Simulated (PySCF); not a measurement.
CH4Br2Ge, SMILES [CH3][GeH]([Br])[Br].

Coordinates come from a B3LYP-D3(BJ)/def2-SVP optimisation.

All values below come from TDA-LC-ωPBE/def2-SVPD (PySCF).

Vertical excitations. Gas-phase values at a fixed geometry. State labels are in the subgroup Cs.

```csv
state,symmetry,energy (eV),λ (nm),f,main pairs
S1,A',6.31,196,0.023,HOMO−1→LUMO 85 %
S2,A",6.35,195,0.040,HOMO→LUMO 81 %
S3,A",6.46,192,0.000,HOMO−2→LUMO 80 %
S4,A',6.65,187,0.029,HOMO−3→LUMO 78 %
S5,A",7.71,161,0.000,"HOMO−1→LUMO+1 67 %, HOMO−1→LUMO+5 11 %, HOMO−2→LUMO 10 %"
S6,A',7.75,160,0.002,"HOMO→LUMO+1 62 %, HOMO−3→LUMO 13 %"
S7,A',8.02,155,0.025,HOMO−2→LUMO+1 66 %
S8,A",8.27,150,0.006,"HOMO−3→LUMO+1 52 %, HOMO→LUMO+2 21 %"
S9,A",8.49,146,0.037,"HOMO−4→LUMO 45 %, HOMO→LUMO+2 21 %, HOMO→LUMO+3 10 %"
S10,A',8.51,146,0.041,"HOMO−1→LUMO+2 50 %, HOMO−1→LUMO+3 17 %, HOMO−1→LUMO+6 8 %"
T1,A",5.68,218,0,HOMO→LUMO 85 %
T2,A',5.73,216,0,HOMO−1→LUMO 80 %
T3,A",5.91,210,0,"HOMO−2→LUMO 74 %, HOMO−1→LUMO+1 14 %"
T4,A',6.02,206,0,HOMO−3→LUMO 76 %
```
Triplets are in the Tamm–Dancoff approximation.
